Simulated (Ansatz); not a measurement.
FGaH5NSSi (`[NH2][Ga]([SH])[SiH2]F`), 10 atoms. The species carries charge 0 and has multiplicity 1. Correlated methods include outer-core shells of Ga, which these sets cover unevenly. Scalar relativity is left out up to krypton. All runs use 4 threads of a server CPU on a shared host. Correlated methods freeze the cores.

Question: Give the basis size and wall time and peak host memory of each of these runs in Ansatz. direct RPA on PBE orbitals/def2-TZVPP energy; RKS SPW92 (LDA)/def2-TZVPP energy; RKS ωB97M-V/def2-QZVPP energy; RKS PBE0-D4/def2-TZVPP energy; RKS PBE0-D4/def2-SVP energy; RKS PBE0-D4/def2-TZVP relaxation (11 steps); RKS PBE0-D4/def2-QZVPP energy; RKS PBE0-D4/def2-TZVP frequencies; RKS ωB97M-V/def2-SVP energy; RKS B2PLYP (frozen core)/def2-TZVPP energy; RKS revPBE-D4/def2-TZVPP energy; RHF-CCSD(T)/def2-TZVPP energy. (Best estimate.)

Answer: The calculation gave: Other jobs shared the machine, so times are rough.

```tsv
level	job	functions	wall time	peak host memory (GiB)
RKS SPW92 (LDA)/def2-TZVPP	energy	264	0.75 s	0.41
RKS PBE0-D4/def2-SVP	energy	121	0.8 s	0.31
RKS revPBE-D4/def2-TZVPP	energy	264	1.1 s	0.41
RKS PBE0-D4/def2-TZVPP	energy	264	1.9 s	0.89
RKS ωB97M-V/def2-SVP	energy	121	2.6 s	0.46
direct RPA on PBE orbitals/def2-TZVPP	energy	264	2.8 s	0.69
RKS B2PLYP (frozen core)/def2-TZVPP	energy	264	3 s	0.76
RKS PBE0-D4/def2-QZVPP	energy	493	5.5 s	2.4
RKS ωB97M-V/def2-QZVPP	energy	493	9.5 s	2.7
RKS PBE0-D4/def2-TZVP	relaxation (11 steps)	214	24 s	0.72
RKS PBE0-D4/def2-TZVP	frequencies	214	81 s	0.72
RHF-CCSD(T)/def2-TZVPP	energy	264	91 s	6.2
```
